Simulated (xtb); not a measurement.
C3H9NOSi, SMILES C/C=C/[Si@@H](N)O. All values are semi-empirical tight-binding results from xtb (GFN2-xTB unless named), good for trends rather than for accurate numbers. Coordinates come from a GFN2-xTB optimisation. The structure was generated by enumeration; whether it is a known compound was not checked. One conformer was computed; it need not be the lowest.

Optimised geometry:

Bond lengths (Å): C1–C2 1.493, C1–H7 1.090, C1–H8 1.088, C1–H9 1.090, C2–C3 1.326, C2–H10 1.084, C3–Si4 1.879, C3–H11 1.083, Si4–N5 1.721, Si4–O6 1.639, Si4–H12 1.465, N5–H13 1.007, N5–H14 1.007, O6–H15 0.952. Bond angles (°): C2–C1–H7 110.2, C2–C1–H8 111.0, C2–C1–H9 110.3, H7–C1–H8 108.9, H7–C1–H9 107.5, H8–C1–H9 108.9, C1–C2–C3 125.4, C1–C2–H10 114.6, C3–C2–H10 120.0, C2–C3–Si4 125.4, C2–C3–H11 117.7, Si4–C3–H11 116.9, C3–Si4–N5 107.6, C3–Si4–O6 111.6, C3–Si4–H12 111.8, N5–Si4–O6 110.1, N5–Si4–H12 106.5, O6–Si4–H12 109.0, Si4–N5–H13 117.6, Si4–N5–H14 118.5, H13–N5–H14 109.5, Si4–O6–H15 120.8.

Computed properties:
```json
{
 "orbital_gap": "4.53 eV",
 "dipole_moment": "1.40 D",
 "zero_point_energy": "73.1 kcal/mol",
 "G − E(el) at 298.15 K (modified RRHO)": "51.8 kcal/mol",
 "static polarisability (D4 model)": "80.9 bohr³",
 "solvation energy, GFN2-xTB/ALPB(water)": "-5.5 kcal/mol",
 "solvation energy, GFN2-xTB/ALPB(acetonitrile)": "-7.1 kcal/mol"
}
```

Give the atomic charges and the Wiberg bond orders between heavy atoms. (An estimate is asked for; the answer gives what the named calculation found.)

charges (e) C1 -0.10, C2 -0.03, C3 -0.16, Si4 0.53, N5 -0.41, O6 -0.48, H7 0.04, H8 0.04, H9 0.04, H10 0.01, H11 0.02, H12 -0.09, H13 0.15, H14 0.15, H15 0.29. Bond orders C1–C2 1.04, C2–C3 1.95, C3–Si4 0.87, Si4–N5 1.11, Si4–O6 1.15.
